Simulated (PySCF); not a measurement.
**Xe²⁺ (xenon, charge +2): UHF calculation**

Configuration: [Kr] 4d10 5s1 5p5, high-spin 3P determinant (an excited configuration). Calculation: PySCF 2.14, in ANO-RCC-VTZP (7s6p4d2f1g, 68 functions); scalar relativity by spin-free X2C-1e.

```
Total energy                                                  : -7441.545870 hartree
One-electron energy                                           : -10151.3769 hartree
Hartree (Coulomb) energy                                      : 2895.1556 hartree
Exchange energy                                               : -185.3246 hartree
⟨S²⟩                                                          : 2.0099
⟨L²⟩                                                          : 2.022
Sum of ⟨r⟩                                                    : 33.17 bohr
Sum of ⟨r²⟩                                                   : 44.54 bohr²
Traceless quadrupole moment −½Σ⟨3z² − r²⟩ along its main axis : 1.79 e·bohr²
Langevin diamagnetic susceptibility                           : -35.3 ×10⁻⁶ cm³/mol
```

```tsv
shell	electrons	mean orbital energy (eV)	spread (eV)	rms radius, mean of both spins (bohr)
1s α	1	-34744.8	0	0.0305
1s β	1	-34744.5	0	0.0305
2s α	1	-5528.9	0	0.124
2s β	1	-5528.7	0	0.124
2p α	3	-4960.7	0.115	0.111
2p β	3	-4960.6	0.063	0.111
3s α	1	-1193.0	0	0.326
3s β	1	-1192.5	0	0.326
3p α	3	-1004.5	0.265	0.326
3p β	3	-1004.2	0.025	0.326
3d α	5	-723.35	0.227	0.304
3d β	5	-723.23	0.140	0.304
4s α	1	-252.48	0	0.762
4s β	1	-251.39	0	0.762
4p α	3	-190.01	0.624	0.814
4p β	3	-189.31	0.064	0.814
4d α	5	-95.528	0.691	0.940
4d β	5	-94.957	0.328	0.940
5s α	1	-49.778	0	1.91
5p α	3	-33.167	1.682	2.24
5p β	2	-28.900	0	2.24
```

Densities and radii are taken from the X2C orbitals without a picture-change correction, which distorts them close to the nucleus.

Spin-orbit constants ζ (cm⁻¹) from the X2C one-electron operator on these orbitals: bare nucleus, nucleus screened by l(l+1)(2l+1)/3 electrons, and screened by the Breit-Pauli mean field of the electrons.

```csv
shell,bare,screened nucleus,mean field
2p,1726000,1662000,n/a
3p,332200,319900,n/a
3d,50680,41300,n/a
4p,63570,61220,n/a
4d,7487,6101,n/a
5p,7816,7527,n/a
```

To first order the Landé constant is A = -3763 cm⁻¹, so the lowest level has J = 2 and lies 0.467 eV below the centre of the term. This holds in LS coupling only.
